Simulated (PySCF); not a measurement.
## Be: excitation energy

Be [He] 2s2 (1S) → Be [He] 2s1 3s1 (3S), as a difference of total energies. Calculation: PySCF 2.14, in aug-cc-pCVTZ-DK (7s6p4d2f, 59 functions); scalar relativity by spin-free X2C-1e. Correlated levels: valence: 1s2 frozen; valence and next inner shell: nothing frozen. The calculations carry no spin-orbit coupling.

```csv
method,excitation energy (eV)
UHF,5.325
LDA,6.063
PBE,6.015
PBE0,6.018
r2SCAN,5.954
B2PLYP,6.215
revPBE,6.034
PW91,6.055
MP2 (valence),6.055
MP2 (valence and next inner shell),6.080
```

Task: Estimate what SCS-MP2 (valence) gives.

Result: 6.246 eV, closest to B2PLYP among the rows shown.

Task: Estimate what SCS-MP2 (valence and next inner shell) gives.

Result: 6.268 eV, closest to B2PLYP among the rows shown.

Errors of the correlated levels include the incompleteness of this basis and the frozen core.

For comparison: 6.457 eV (measured; NIST levels).
